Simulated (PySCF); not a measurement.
W(NH)(S)(Cl)(Me) (CH₄ClNSW), SMILES [CH3][W](=[NH])(=[S])[Cl], multiplicity 1. The structure is a stationary point at PBE0-D3(BJ)/def2-SVP. The spin state was assumed, not searched. The structure was generated by enumeration; whether it is a known compound was not checked. The def2 effective core potentials stand for the cores of W; spin–orbit coupling is left out.

Level of theory: PBE0-D3(BJ)/def2-SVP in PySCF.

Harmonic wavenumbers (cm⁻¹): 116, 139, 174, 191, 228, 251, 398, 531, 557, 568, 624, 659, 729, 1034, 1206, 1391, 1403, 3035, 3143, 3174, 3651. Rotational constants (GHz): 2.455, 1.601, 1.349; symmetry number 1.

Q: Work out the zero-point energy and the ideal-gas rigid-rotor harmonic-oscillator thermochemistry at 298.15 K and 1 atm.

A: ZPE = ½ Σ hcν = ½ × 23200 cm⁻¹ = 33.17 kcal/mol. H − E(el) = 38.59 kcal/mol. Entropy in cal/(mol K): translation 42.80, rotation 28.50, vibration 18.01, total 89.31. G − E(el) = 11.97 kcal/mol. Cp = 27.39 cal/(mol K). Modes under 150 cm⁻¹ make the vibrational entropy uncertain.
